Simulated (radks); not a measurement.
Q: The carbon anion C-, configuration [He] 2s2 2p3. Method: non-relativistic Kohn-Sham, PBE, spin-polarised, spherical densities, point nucleus; open shells are filled with parallel spins first; hard spherical wall at 7 bohr; computed with a radial shooting solver on a logarithmic mesh with Libxc functionals. Some entries of the table are withheld. Estimate them.

orbital,occ.,eigenvalue (Ry),<r> (bohr)
1s up,1,-19.25623,0.2712
1s down,1,-19.18898,0.2705
2s up,1,-0.36975,1.654
2s down,1,-0.13333,1.739
2p up,3,0.22336,(1)
2p down,0,0.42147,(2)
3s up,0,0.59658,4.191
3s down,0,0.69107,4.203
3p up,0,0.77561,(3)
3d up,0,0.84327,(4)
3p down,0,0.89380,(5)
3d down,0,0.92544,(6)

A: 
(1) 2p up <r> (bohr): 2.065
(2) 2p down <r> (bohr): 2.403
(3) 3p up <r> (bohr): 4.000
(4) 3d up <r> (bohr): 4.368
(5) 3p down <r> (bohr): 3.781
(6) 3d down <r> (bohr): 4.432
